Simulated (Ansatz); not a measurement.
Reaction (substitution at a C–O bond): `CC(C)OBS` + `CC(C)[O][Ti]([OH])([OH])[OH]` → `CC(C)[O][Ti]([OH])([OH])[O]C(C)C` + `OBS`

Program: Ansatz. Geometries: PBE0-D4/def2-TZVP. ΔE: electronic, gas phase. CBS: MP2 limit from def2 TZ/QZ plus the TZ coupled-cluster correction, frozen cores. DFT in def2-TZVPP. For Ti outer-core shells are correlated without core-valence functions, which leaves a few kJ/mol of doubt a bond. Scalar relativity is left out up to krypton. One conformer a species, not always the lowest.

| level | ΔE (kcal/mol) |
| --- | --- |
| PBE-D4 | -1.6 |
| PBE0-D4 | -1.5 |
| ωB97X-V | -0.9 |
| PBE | -0.3 |
| r2SCAN | -0.9 |
| PBE0 | -0.2 |
| CCSD(T)/def2-TZVPP | -2.1 |
| HF/def2-QZVPP | 0.4 |

(1) What does CCSD(T)/CBS give? (Estimate.)

Largest T1 diagnostic among the species: 0.021, so the coupled-cluster value is less sure than usual.

Results:

(1) Ansatz gave: -2.0 kcal/mol. The listed levels differ from it by 0.4, 0.5, 1.1, 1.7, 1.1, 1.8, -0.1, 2.4 kcal/mol.

In def2-TZVPP, CCSD(T) changes the Hartree–Fock value by −2.4 kcal/mol (the triples alone add −0.7 kcal/mol) and MP2 by −2.5 kcal/mol. The D4 term adds −1.9 kcal/mol with B3LYP and −1.2 kcal/mol with PBE0; it sums over pairs of atoms, weighted by their polarisabilities, and B3LYP, whose exchange is more repulsive, gets the larger term.

B3LYP here is the variant with VWN-RPA as its local correlation; programs differ in this.
